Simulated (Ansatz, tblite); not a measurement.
Removing and adding an electron: the cluster Ge₂C. Total charge 0; singlet. Geometry: r2SCAN-D4/def2-TZVP. Ansatz, gas phase; energy differences of separate SCF runs; the oxidised species was run as a doublet alone; the reduced species was run as a doublet alone.

```xyz
3

Ge    0.6942    1.0117    1.0181
Ge   -0.1704   -1.0260   -1.2084
C    -0.5238    0.0143    0.1903
```

The xTB rows come from tblite. Correlated methods freeze 19 core orbitals; core or outer-core shells of Ge are correlated, in sets that lack core-valence functions. The structure comes from a short search, and lower isomers may exist.

Q: Estimate orbital energies and vertical ionisation energies and electron affinities at: GFN1-xTB; GFN2-xTB; HF/def2-TZVPP; PBE-D4/def2-TZVP; PBE-D4/def2-TZVPD; r2SCAN-D4/def2-TZVP; r2SCAN-D4/def2-TZVPD; PBE0-D4/def2-TZVP; PBE0-D4/def2-TZVPD; CCSD/def2-TZVPP; CCSD(T)/def2-TZVPP.

A: 
| level | −HOMO (eV) | vertical IE (eV) | −LUMO (eV) | vertical EA (eV) | HOMO–LUMO gap (eV) | IE − EA (eV) | remarks |
| --- | --- | --- | --- | --- | --- | --- | --- |
| GFN1-xTB | 9.81 | 12.61 | 7.91 | 6.03 | 1.90 | 6.58 | – |
| GFN2-xTB | 8.74 | 13.06 | 6.38 | 2.27 | 2.36 | 10.79 | – |
| HF/def2-TZVPP | – | 7.40 | – | – | – | – | spin-contaminated (⟨S²⟩ 0.91) (+1 doublet) |
| PBE-D4/def2-TZVP | 5.87 | 8.78 | 3.21 | – | 2.67 | – | – |
| PBE-D4/def2-TZVPD | 5.90 | – | 3.24 | 0.82 | 2.66 | – | HOMO above zero (-1 doublet) |
| r2SCAN-D4/def2-TZVP | 6.16 | 8.92 | 3.21 | – | 2.95 | – | – |
| r2SCAN-D4/def2-TZVPD | 6.17 | – | 3.22 | 0.99 | 2.95 | – | HOMO above zero (-1 doublet) |
| PBE0-D4/def2-TZVP | 6.94 | 8.88 | 2.51 | – | 4.43 | – | – |
| PBE0-D4/def2-TZVPD | 6.96 | – | 2.53 | 0.87 | 4.43 | – | HOMO above zero (-1 doublet) |
| CCSD/def2-TZVPP | – | 8.80 | – | – | – | – | spin-contaminated (⟨S²⟩ 0.91) (+1 doublet) |
| CCSD(T)/def2-TZVPP | – | 9.05 | – | – | – | – | spin-contaminated (⟨S²⟩ 0.91) (+1 doublet) |

Run but left out: MP2/def2-TZVPP (charge +1 doublet: ⟨S²⟩ 0.91, where a pure state has 0.75).   A HOMO above zero means that the electron is unbound at that level or that self-interaction error raises the level; the energy of removing that electron tells which. Raw xTB energy differences between charge states are shifted by several eV; the methods need an empirical correction for them.
